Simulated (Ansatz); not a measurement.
```yaml
atoms:
  - { symbol: C, position_ang: [0.0000, 0.0000, -0.7812] }
  - { symbol: C, position_ang: [0.0000, 0.0000, 0.7812] }
  - { symbol: H, position_ang: [0.0000, -1.0071, -1.4068] }
  - { symbol: H, position_ang: [0.0000, 1.0071, -1.4068] }
  - { symbol: H, position_ang: [-1.0071, 0.0000, 1.4068] }
  - { symbol: H, position_ang: [1.0071, 0.0000, 1.4068] }
```

Basis set: def2-TZVP (spherical functions). Left uncorrelated: 2 orbitals. Charge 0, multiplicity 3.

Computed with Ansatz (development build ahead of 0.2.0); each method stands on the lowest determinant of its kind that the runs found.

The atomization energy at this shape (free ground-state atoms in the same class of orbitals less the molecule, no zero-point energy) of triplet C₂H₄:

| method | atomization energy |
| --- | --- |
| UHF | 362.39 kcal/mol |

Problem. What does UHF-MP2 give?

Solution. 457.80 kcal/mol. Caution: another spin multiplicity may lie lower; the shape is not the minimum.
